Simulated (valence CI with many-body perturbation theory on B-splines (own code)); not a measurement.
**Energy levels of Pd³³⁺**

Calculated by valence CI with perturbative core correlation (CI+MBPT): three valence electrons over a frozen Dirac-Fock core [Ne], a basis of 11 s, 11 p, 10 d, 8 f, 5 g, 2 h functions for each j, with the one-electron correlation potential Σ1, the two-electron term Σ2, the three-electron term Σ3, Breit, model QED; selected CI, second order for the rest, scaled by the run's own slope (own B-spline code, finite nucleus).

No measured spectrum was set against this ion. As an estimate, large intervals hold to a few tenths of a per cent, small ones and those within an open d or f shell to about a per cent.

Levels 46 to 90 of 154, with energies above the lowest level, 3s2 3p 2P°_1/2. "Leading %" is the weight of the configuration and term that name the level; weights of strongly mixed levels are sums over their largest components and can fall short. Lifetimes count E1, E2, E3, M1 and M2 decay at the calculated energies, and are blank where another channel may lead or the interval is too uncertain; long ones can be off by a factor of two.

```
No.  Configuration  Term    J  E (eV)  Leading %  Second component  Lifetime
 46         3p2 3d    4D  1/2  354.99         82    16 % 3p2 3d 2P   8.71 ps
 47         3p2 3d    4F  7/2  360.50         46    38 % 3p2 3d 4D   11.7 ps
 48         3p2 3d    2G  9/2  365.31         49    46 % 3p2 3d 4F   16.9 ps
 49         3p2 3d    4D  3/2  365.74         38    32 % 3p2 3d 2P   7.12 ps
 50         3p2 3d    4P  5/2  366.09         33    26 % 3p2 3d 4F   6.47 ps
 51         3p2 3d    4P  3/2  370.26         43    29 % 3p2 3d 2P   4.75 ps
 52         3p2 3d    2D  5/2  370.69         47    22 % 3p2 3d 4D   5.94 ps
 53         3p2 3d    4P  1/2  371.87         42    27 % 3p2 3d 2P   4.64 ps
 54         3p2 3d    2G  7/2  374.83         50    24 % 3p2 3d 2F   12.0 ps
 55         3p2 3d    2F  5/2  384.22         48    26 % 3p2 3d 2D   4.83 ps
 56         3p2 3d    2P  1/2  384.56         62    24 % 3p2 3d 2S   6.83 ps
 57         3p2 3d    2D  3/2  385.01         59    10 % 3p2 3d 4D   7.29 ps
 58         3s 3d2    4F  3/2  391.03         84                     4.15 ps
 59         3s 3d2    4F  5/2  392.95         69     9 % 3s 3d2 2D   4.21 ps
 60         3p2 3d    4D  7/2  394.49         48    18 % 3s 3d2 2F   7.46 ps
 61         3p2 3d    2P  1/2  395.38         41    27 % 3p2 3d 4P   4.82 ps
 62         3p2 3d    4P  3/2  397.96         32    15 % 3p2 3d 2D   4.34 ps
 63         3s 3d2    4F  5/2  398.08         29    16 % 3p2 3d 4P   4.84 ps
 64         3p2 3d    4F  9/2  398.21         43    24 % 3p2 3d 2G   9.59 ps
 65         3s 3d2    4F  7/2  398.70         92                     6.01 ps
 66         3s 3d2    4P  1/2  403.64         89     6 % 3s 3d2 2S   3.89 ps
 67         3s 3d2    4F  9/2  403.66         88     6 % 3p2 3d 2G   6.73 ps
 68         3s 3d2    4P  3/2  406.71         96                     4.43 ps
 69         3p2 3d    2F  7/2  407.92         60    27 % 3s 3d2 2G   5.17 ps
 70         3s 3d2    4P  5/2  408.05         78     8 % 3p2 3d 2D   4.25 ps
 71         3p2 3d    2P  3/2  411.62         32    25 % 3s 3d2 2P   5.32 ps
 72         3p2 3d    2S  1/2  413.30         39    23 % 3p2 3d 4P   4.78 ps
 73         3s 3d2    2D  5/2  416.42         30    28 % 3p2 3d 2D   5.50 ps
 74         3s 3d2    2D  3/2  419.48         67    17 % 3p2 3d 2D   4.05 ps
 75         3s 3d2    2F  5/2  421.11         37    25 % 3p2 3d 2D   3.29 ps
 76         3s 3d2    2G  7/2  422.92         64    18 % 3p2 3d 2G   4.93 ps
 77         3s 3d2    2G  9/2  423.21         72    21 % 3p2 3d 2G   5.77 ps
 78         3p2 3d    2D  5/2  426.89         58    23 % 3s 3d2 2D   5.20 ps
 79         3p2 3d    2D  3/2  429.83         81     9 % 3s 3d2 2P   3.23 ps
 80         3s 3d2    2F  7/2  435.64         65    28 % 3p2 3d 2F   3.57 ps
 81         3s 3d2    2P  1/2  436.90         47    24 % 3p2 3d 2P   2.48 ps
 82         3p2 3d    2F  5/2  439.66         40    23 % 3p2 3d 2D   3.12 ps
 83         3s 3d2    2S  1/2  445.46         61    18 % 3s 3d2 2P   3.47 ps
 84         3s 3d2    2P  3/2  446.83         48    37 % 3p2 3d 2P   2.80 ps
 85         3p 3d2   4G°  5/2  464.14         69   25 % 3p 3d2 2F°   18.0 ps
 86         3p 3d2   4G°  7/2  475.23         75    8 % 3p 3d2 4F°   17.3 ps
 87         3p 3d2   2D°  5/2  479.40         30   16 % 3p 3d2 2F°   11.5 ps
 88         3p 3d2   2D°  3/2  481.32         37   33 % 3p 3d2 4F°   6.89 ps
 89         3p 3d2   4D°  1/2  483.84         65   18 % 3p 3d2 2P°   6.42 ps
 90         3p 3d2   4G°  9/2  484.03         40   18 % 3p 3d2 2H°   13.5 ps
```

Names give the largest LS component (configuration and term), which can be under half, so a name can repeat, a term be missing and a line seem to break the LS rules; names also repeat where a configuration has a term twice.
